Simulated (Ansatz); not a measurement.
Basis sets compared for LaB₆⁺. Total charge 1; singlet. Geometry B3LYP-D4/def2-SVP. Ansatz on 4 threads of Intel Xeon on a shared host; times are rough, and most runs start from earlier orbitals.

```csv
atom,x (Å),y (Å),z (Å)
La1,-0.8108,-0.8824,3.1610
B2,0.1596,0.9756,-1.7620
B3,-0.8752,0.5038,1.2989
B4,0.7203,-0.6035,-0.8250
B5,-0.3351,0.7430,-0.2813
B6,1.0683,-0.1313,-2.2590
B7,0.0729,-0.6053,0.6674
```

In the def2 sets La takes a core potential; there is no spin–orbit coupling. Another isomer (singlet) lies 0.10 eV lower at PBE0-D4/def2-TZVP.

```tsv
level	functions	energy (Eh)	HOMO (eV)	LUMO (eV)	wall time
PBE-D4/def2-SVP	116	-179.9111	-8.85	-7.98	2.4 s
PBE0-D4/def2-SVP	116	-179.9008	-9.47	-7.23	2.8 s
```

(1) Estimate the rows for PBE-D4/def2-TZVP, PBE0-D4/def2-TZVP.

Answers

(1) 
```
            level  functions  energy (Eh)  HOMO (eV)  LUMO (eV)  wall time
 PBE-D4/def2-TZVP        226    -180.0664      -8.83      -7.95      4.3 s
PBE0-D4/def2-TZVP        226    -180.0552      -9.43      -7.18        6 s
```
